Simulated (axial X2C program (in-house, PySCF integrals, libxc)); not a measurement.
**Spectroscopic constants of PSe**

Calculated with an in-house all-electron X2C program for linear molecules (integrals from PySCF). Spin-free means the one-electron spin-free X2C Hamiltonian; two-component (2c) means X2C with spin–orbit coupling and atomic mean-field two-electron Coulomb and Gaunt terms, so the difference of the two also holds small scalar two-electron terms. Basis: Se dyall-v3z [8s9p6d1f], P dyall-v3z [8s7p2d1f] (cores contracted in-house); Gaussian nuclei, density fitting, unrestricted open shells. Masses: Se 79.917 u, P 30.974 u.

The run was started with this input:
```json
{
 "zs": [
  34,
  15
 ],
 "q": 0,
 "bas": [
  "dyall-v3z",
  "dyall-v3z"
 ],
 "levels": [
  "PBE0",
  "HF",
  "LDA",
  "B97-3"
 ],
 "cc": false,
 "r0": 3.553,
 "npts": 10,
 "nst": 2,
 "ntry": 6
}
```
```bash
python so2c.py task.json out
```

Keys: zs atomic numbers; q charge; bas basis sets; levels methods; cc coupled cluster on or off; r0 starting distance in Å; npts points on the curve; nst determinants followed; ntry starts of the search. HF also brings MP2.

State, spin-free: M_S = 1/2, Λ = 1 (beyond evenly filled blocks: π+α); electrons by block: σα: 12, σβ: 12, π+α: 6, π+β: 5, π-α: 5, π-β: 5, δ+α: 1, δ+β: 1, δ-α: 1, δ-β: 1. Fragments: Se + P.

State, 2c: Ω = 1/2 (⟨Sz⟩ = -0.50, ⟨Lz⟩ = 1.00 at LDA); electrons by block: 1/2: 18, -1/2: 17, 3/2: 6, -3/2: 6, 5/2: 1, -5/2: 1. Fragments: Se + P.

| Hamiltonian | level | Re (Å) | ωe (cm⁻¹) | ωexe (cm⁻¹) | Be (cm⁻¹) | αe (cm⁻¹) | De (eV) | μ (D) |
| --- | --- | --- | --- | --- | --- | --- | --- | --- |
| spin-free | PBE0 | 2.032 | 586.1 | 1.89 | 0.1828 | 0.000717 | 3.75 | 0.18 |
| spin-free | LDA | 2.039 | 566.2 | 1.58 | 0.1816 | 0.000727 | 5.06 | 0.06 |
| spin-free | B97-3 | 2.038 | 581.7 | n/a | 0.1818 | 0.000673 | 3.87 | 0.17 |
| 2c | LDA | 2.040 | 564.6 | 1.6 | 0.1814 | 0.000731 | 4.98 | 0.02 |

Dipoles are positive if P is the positive end.

Occupations by symmetry block were frozen at the best pattern of an incomplete PBE0 search. De is counted from the lowest determinant-based energies of the atoms at the same level, without counterpoise correction. Density functionals use the spin component along the axis (collinear). Without a current term, density functionals place determinants with orbital angular momentum somewhat too high. The determinant is spin-polarised beyond a pure state at some levels (its spin-free form has ⟨S²⟩ too high), which makes Re and μ there less reliable.

No reliable constants came from B97-3 (2c), HF (2c), HF (spin-free), MP2 (2c), MP2 (spin-free), PBE0 (2c): no minimum in range, unconverged points, a curve that is not smooth, a change of character along it, or the two Hamiltonians disagreeing along it.

Rough cost a point (2c) on 1 thread(s) of a shared host, integrals apart: LDA 0.28 s.

The whole task took 2.3 min on 1 thread of Arm Neoverse N1, with other jobs on the host.

The search began far from the minimum on purpose and may have settled on another determinant than a sound start.
